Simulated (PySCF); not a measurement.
# Basis and Hamiltonian dependence of the excitation energy of Ca⁺

Ca⁺ [Ar] 4s1 (2S) → Ca⁺ [Ar] 4p1 (2P). Calculated with PySCF 2.14 from differences of total energies of unrestricted determinants, without spin-orbit coupling. Values in eV.

```csv
basis,Hamiltonian,functions,UHF,r2SCAN,PBE0,CCSD(T) (valence and next inner shell)
aug-cc-pVDZ-X2C,spin-free X2C,36,2.930,2.747,2.824,n/a
x2c-TZVPPall,spin-free X2C,36,2.942,2.765,2.847,n/a
ANO-RCC-VTZP,spin-free X2C,38,2.941,2.784,2.861,3.103
"x2c-TZVPPall with one added diffuse shell each of s, p, d type",spin-free X2C,45,2.940,2.765,2.847,3.126
aug-cc-pVTZ-X2C,spin-free X2C,59,2.931,2.751,2.847,n/a
def2-QZVPPD,non-relativistic,70,2.895,2.709,2.800,3.103
x2c-QZVPPall,spin-free X2C,73,2.934,2.749,2.845,3.150
dyall-av2z,non-relativistic,76,2.899,2.724,2.810,n/a
aug-cc-pwCVTZ-X2C,spin-free X2C,84,2.930,2.751,2.844,3.137
"x2c-QZVPPall with one added diffuse shell each of s, p, d, f type",spin-free X2C,89,2.934,2.744,2.843,3.150
aug-cc-pVQZ-X2C,spin-free X2C,93,2.933,2.754,2.857,n/a
"aug-cc-pwCVTZ-X2C with one added diffuse shell each of s, p, d, f type",spin-free X2C,100,2.930,2.751,2.844,3.137
dyall-av3z,spin-free X2C,132,2.931,2.752,2.845,n/a
aug-cc-pwCVQZ-X2C,spin-free X2C,150,2.930,2.745,2.842,n/a
```

Frozen in the all-electron rows: valence: [Ar]; valence and next inner shell: [Ne].

Non-relativistic rows lack the scalar-relativistic shift.

Reference for a calculation without spin-orbit coupling: 3.142 eV (measured, between term centres; NIST).
